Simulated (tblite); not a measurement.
Problem. What does the GFN2-xTB structure of `[CH2+][CH]/C(C)=C/OC` [radical] look like in three dimensions? (Charge +1 and doublet state.)

Solution. 
```
atom  x, y, z in Å
C1    -2.9196    0.2429    0.7539
C2    -1.6503    0.6936    0.6388
C3    -0.5451   -0.0926    0.2000
C4    -0.6840   -1.5150   -0.1818
C5     0.7071    0.5313    0.1290
O6     1.7578   -0.1055   -0.2645
C7     3.0184    0.5199   -0.3306
H8    -3.1981   -0.7725    0.5258
H9    -3.7095    0.8964    1.0840
H10   -1.4420    1.7252    0.8915
H11    0.2737   -1.9459   -0.4570
H12   -1.3708   -1.6183   -1.0238
H13   -1.1131   -2.0945    0.6366
H14    0.8013    1.5807    0.4103
H15    3.3732    0.4565   -1.3631
H16    3.7089   -0.0516    0.2958
H17    2.9849    1.5613   -0.0064
```

Orientation and origin are arbitrary. Atoms count from 1 in this order. The 2 C–O bonds span 1.290 Å (C5–O6, drawn single) to 1.409 Å (O6–C7, drawn single), a spread of 0.119 Å. The 7 heavy atoms lie in one plane (0.003 Å rms). The C–C distances run from 1.352 Å (C1–C2, drawn single) to 1.479 Å (C3–C4, drawn single), a spread of 0.127 Å. C3 (carbon bonded to 3 C) is planar (angles 122.5°, 119.9° and 117.6°, sum 360.0°, 0.00 Å off the plane of its three neighbours).

Bonds between heavy atoms (Å): C1–C2 1.352, C2–C3 1.426, C3–C4 1.479, C3=C5 1.401, C5–O6 1.290, O6–C7 1.409.

Structure optimised with GFN2-xTB, isolated species. This method treats the open shell by occupation alone, without spin polarisation.

Its GFN2-xTB frequencies are all real (lowest 78 cm⁻¹). Torsions: H–C1–C2–C3 1° and -179°, C1–C2–C3–C4 0°, C3–C5–O6–C7 180°.

One conformer stands for the species.

These are computed values.
